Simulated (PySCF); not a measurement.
A structure optimised at B3LYP-D3(BJ)/def2-SVP, used in a PySCF frequency run:

```
Si
O 1 1.6683
C 2 1.4089 1 126.00
H 3 1.1016 2 108.93 1 -160.30
H 3 1.1057 4 108.01 2 121.30
H 3 1.1068 4 108.13 5 116.67
H 1 1.4993 2 107.41 3 38.23
C 1 1.8915 7 113.09 2 132.48
C 8 1.3593 1 103.98 7 114.52
H 8 1.0986 9 122.90 1 177.41
H 9 1.0986 8 123.10 10 1.69
Si 9 1.9002 11 130.98 8 179.59
H 12 1.4934 9 114.21 11 -68.62
H 12 1.4953 13 107.88 9 -130.70
```
Charge 0, spin multiplicity 1.

Problem. Write its SMILES and formula.

Solution. CO[Si@@H]1C=C[SiH2]1, C3H8OSi2

Problem. What are its rotational constants (standard atomic weights)?

Solution. 5.0523, 1.3903, 1.1931 GHz
